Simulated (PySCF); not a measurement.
Cartesian coordinates in Å; atom numbers follow the order of the lines, from 1:
```xyz
4

Cu   -0.014    0.015   -0.824
C     0.003    0.001    1.025
O     0.026   -0.023    2.154
H    -0.014    0.008   -2.355
```

Geometry: PBE0-D3(BJ)/def2-SVP; GIAO shifts from PySCF, gas phase, non-relativistic, averaged over equivalent atoms.

At PBE/pcSseg-1 (pcSseg-2 on Cu) (112 basis functions, 6.9 s wall time on 1 thread of an Arm Neoverse V2, shared host):
```
atoms  δ (ppm)
   C2    156.6
   O3    344.8
   H4     0.52
```

References, each an isolated molecule treated in the same way: ¹³C (σ = 180.03 ppm) and ¹H (σ = 31.20 ppm) against TMS; ¹⁷O (σ = 334.63 ppm) vs H2O.

What do these become at PBE0/pcSseg-1 (pcSseg-2 on Cu)?

Answers


| atoms | δ at PBE0/pcSseg-1 (pcSseg-2 on Cu) | change |
| --- | --- | --- |
| C2 | 170.0 | +13.4 |
| O3 | 364.6 | +19.8 |
| H4 | 1.13 | +0.61 |

δ = σ(ref) − σ, references computed at the same level: ¹³C (σ = 184.41 ppm) and ¹H (σ = 31.27 ppm) vs TMS; ¹⁷O (σ = 334.56 ppm) vs H2O.

The largest change is at O3 (oxygen bonded to C). Cost: 112 basis functions, 6.9 s wall time on 1 thread of an Arm Neoverse V2, shared host.

Unscaled 17O shifts of doubly bonded oxygen tend to come out too high, by tens of ppm or more. Experimental scales use liquid or dissolved standards, which lie at an offset from isolated H2O (liquid H2O: subtract about 36 ppm).
